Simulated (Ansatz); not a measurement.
Ideal-gas functions of BClF2H2OSi (`OB[Si](F)(F)Cl`) at 298.15 K and 1 bar, from an Ansatz frequency run at PBE0-D4/def2-TZVP.

Molar mass 130.36 g/mol, point group C1 (symmetry number 1), electronic degeneracy 1, moments of inertia 182.726, 312.349, 362.839 u Å². Harmonic wavenumbers (cm⁻¹, unscaled): 40, 117, 145, 214, 271, 299, 377, 525, 605, 661, 888, 896, 948, 986, 1181, 1395, 2583, 3847.

Use S(trans) = R[1.5 ln M + 2.5 ln T − 1.1517]; rotational temperatures θ = 24.2544 K / I; S(rot) = R[ln(√π/σ · √(T³/θAθBθC)) + 1.5]; for each mode x = 1.438777 ν̃/T, S = R[x/(eˣ − 1) − ln(1 − e⁻ˣ)] and H = RT x/(eˣ − 1); 1 cm⁻¹ = 0.0119627 kJ/mol; R = 8.31446 J/(mol·K).

Question: By hand: the entropy, in J/(mol·K).

Answer: Translation 169.6. Rotation: θ = 0.1327, 0.0777, 0.0668 K, giving 118.6. Vibration, mode by mode: 22.00, 13.18, 11.45, 8.41, 6.65, 5.95, 4.40, 2.50, 1.85, 1.49, 0.61, 0.59, 0.48, 0.41, 0.19, 0.08, 0.00, 0.00, in all 80.2. Electronic 0.0. Sum 368.4 J/(mol·K).

Question: By hand: H − E and G − E in kJ/mol, counted from the electronic energy.

Answer: Zero-point energy ½ × 15978 × 0.0119627 = 95.6; thermal vibration 12.3; translation, rotation and pV give 4 RT = 9.9. H − E = 117.8 kJ/mol, and G − E = 117.8 − 298.15 × 368.4/1000 = 8.0 kJ/mol.

Vibration gives 22 % of the entropy, 46.6 J/(mol·K) of it from the modes under 150 cm⁻¹: soft modes count most, and the harmonic formula is weakest for them. The sum counts one conformer and one mirror image; others add a mixing term.
